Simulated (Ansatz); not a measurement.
Reaction (atomization): `OCC(F)[SiH3]` → 2 C• + F• + 7 H• + O• + Si•

Gas-phase electronic energies from Ansatz, PBE0-D4/def2-TZVP geometries. CBS: MP2 limit from def2 TZ/QZ plus the TZ coupled-cluster correction, frozen cores. This one scheme is used for every species, atoms too. DFT in def2-TZVPP. Open shells (•) are unrestricted, without spin–orbit coupling. Spin–orbit coupling would lower the free atoms: a little for C, F, O, Si. One conformer a species, not always the lowest.

`OCC(F)[SiH3]`:

Cartesian coordinates in Å:
```
O -1.272 0.916 1.016
C -1.064 -0.427 0.647
C 0.330 -0.682 0.135
F 1.220 -0.595 1.220
Si 0.911 0.556 -1.195
H -0.658 1.125 1.726
H -1.780 -0.648 -0.150
H -1.272 -1.108 1.484
H 0.391 -1.710 -0.245
H 1.160 1.887 -0.595
H 2.169 0.044 -1.795
H -0.134 0.642 -2.248
```

Q: What is ΔE at CCSD(T)/CBS? (Estimate.)

A: Ansatz gave: +1024.7 kcal/mol.

Q: What do these levels give: ωB97X-V, B2PLYP, r2SCAN, SCS-MP2/def2-TZVPP, CCSD(T)/def2-TZVPP, HF/def2-QZVPP? (Estimate.)

A: Computed: ωB97X-V 1027.7, B2PLYP 1010.9, r2SCAN 1023.0, SCS-MP2/def2-TZVPP 1008.5, CCSD(T)/def2-TZVPP 998.1, HF/def2-QZVPP 742.0 kcal/mol.

Largest T1 diagnostic among the species: 0.012.

From PBE to PBE0 (25 % exact exchange), in def2-TZVPP and without D4, ΔE moves by −18.3 kcal/mol: exact exchange takes away binding that semilocal exchange gives to molecules. In def2-TZVPP, CCSD(T) changes the Hartree–Fock value by +257.4 kcal/mol (the triples alone add +13.9 kcal/mol) and MP2 by +270.9 kcal/mol; breaking electron pairs costs correlation energy, which Hartree–Fock lacks.

For atomizations the MP2-based limit and the directly extrapolated one differ by several kJ/mol either way, and by 10 to 25 for some Ge, Se and Sn compounds, so smaller differences from it don't rank the levels.
